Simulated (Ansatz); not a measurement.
The Ge1–F3 bond of FGeH (SMILES [F][GeH]) is stretched (multiplicity 1, the rest rigid).
Geometry at rest (charge 0, multiplicity 1):
```xyz
3

Ge    -0.11370    -0.22691     0.28077
H     -0.98452    -1.05346    -0.79918
F      0.51367     0.92383    -0.90949
```

Cores are frozen in the correlated methods. Filled d and f shells under p-block atoms count as core.

Programs: Ansatz (an electronic-structure program). Each number belongs to the level named beside it.

Energies above the point at 1.770 Å (the B3LYP-D3(BJ) bond length), FIC-MRCISD+Q on CASSCF(6,4)/cc-pVDZ (kcal/mol): 14.09 at 1.593 Å; 6.64 at 1.948 Å; 109.22 at 5.665 Å.

**Question.** Take the last value as the depth D of a Morse curve D(1 − e^(−a(R − R₀)))², fit a and R₀ to the two near points, and test it at 2.390 and 3.098 Å.

**Answer.** 
With D = 109.2, both near points (counted from the curve's value at 1.770 Å) are met by a = 1.67 Å⁻¹ and R₀ = 1.777 Å, so k = 2Da² = 608 kcal/(mol Å²). The curve then gives 44.7 and 86.4 kcal/mol; the level itself gives 45.7 and 93.5, so Morse is off by -1.0 and -7.1.

Doubts at one or more of the structures used: active orbitals that take no part (FIC-MRCISD+Q on CASSCF(6,4)/cc-pVDZ).
